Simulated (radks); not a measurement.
Task: The xenon ion Xe4+, 50 electrons, occupied as [Kr] 4d10 5s2 5p2. Calculated with a radial shooting solver on a logarithmic mesh with Libxc functionals: Dirac Kohn-Sham, BLYP, spin-unpolarised, spherical densities, finite nucleus; open shells fill j = l - 1/2 first; Fermi nuclear charge, rms radius 4.7859 fm. Some entries of the table are withheld. Estimate them.

| orbital | occ. | eigenvalue (hartree) | <r^2> (bohr^2) | <r> (bohr) |
|---|---|---|---|---|
| 1s1/2 | 2 | -1264.054 | 0.0009637 | 0.02666 |
| 2s1/2 | 2 | -198.1183 | 0.01543 | 0.1142 |
| 2p1/2 | 2 | -186.2628 | (1) | 0.09619 |
| 2p3/2 | 4 | -174.3267 | (2) | 0.1020 |
| 3s1/2 | 2 | -41.88130 | 0.1072 | 0.3061 |
| 3p1/2 | 2 | -36.95072 | 0.1020 | 0.2962 |
| 3p3/2 | 4 | -34.68390 | 0.1099 | 0.3079 |
| 3d3/2 | 4 | -26.00005 | 0.09194 | (3) |
| 3d5/2 | 6 | -25.52084 | 0.09424 | (4) |
| 4s1/2 | 2 | -8.94309 | 0.5790 | (5) |
| 4p1/2 | 2 | -7.19587 | 0.6315 | (6) |
| 4p3/2 | 4 | -6.74129 | 0.6792 | (7) |
| 4d3/2 | 4 | -3.91050 | (8) | 0.8645 |
| 4d5/2 | 6 | -3.83654 | (9) | 0.8749 |
| 5s1/2 | 2 | -2.25560 | 3.277 | 1.712 |
| 5p1/2 | 2 | (10) | 4.067 | 1.904 |
| 5p3/2 | 0 | (11) | 4.340 | 1.967 |

Result: 
(1) 2p1/2 <r^2> (bohr^2): 0.01139
(2) 2p3/2 <r^2> (bohr^2): 0.01267
(3) 3d3/2 <r> (bohr): 0.2787
(4) 3d5/2 <r> (bohr): 0.2824
(5) 4s1/2 <r> (bohr): 0.7160
(6) 4p1/2 <r> (bohr): 0.7447
(7) 4p3/2 <r> (bohr): 0.7724
(8) 4d3/2 <r^2> (bohr^2): 0.8703
(9) 4d5/2 <r^2> (bohr^2): 0.8913
(10) 5p1/2 eigenvalue (hartree): -1.79331
(11) 5p3/2 eigenvalue (hartree): -1.72457
